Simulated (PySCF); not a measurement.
CH5FGeO, SMILES C[O][GeH2][F].

Geometry: PBE0-D3(BJ)/def2-SVP. The values are those of a single conformer.

Two levels are set side by side: TDA-PBE/def2-SVPD (PySCF) and TDA-ωB97X/def2-SVPD (PySCF). Vertical, same geometry. The lowest singlet is HOMO→LUMO 90 % with PBE and HOMO→LUMO+2 50 %, HOMO→LUMO+1 35 %, HOMO→LUMO+4 8 % with the other functional; states are paired by order. Differences are taken from unrounded values.

```tsv
quantity	TDA-ωB97X
lowest singlet excitation (eV)	7.76
lowest triplet excitation (TDA) (eV)	7.32
first bright state (f over 0.05) (eV)	8.64
its oscillator strength	0.05
```

Problem. What does TDA-PBE give, and how far is it from TDA-ωB97X? (Estimate from the structure and the level; the computed values follow.)

Solution. 
```csv
quantity,TDA-PBE,TDA-PBE minus TDA-ωB97X
lowest singlet excitation (eV),6.29,-1.47
lowest triplet excitation (TDA) (eV),5.95,-1.37
first bright state (f over 0.05) (eV),7.30,-1.34
its oscillator strength,0.05,0.00
```

A lower first singlet is the usual sign of a functional without exact exchange. Differences between two approximate levels are no errors against the true value.

Rough cost on one machine, each run with all the roots and properties that it gave: TDA-ωB97X against TDA-PBE about 4 times.
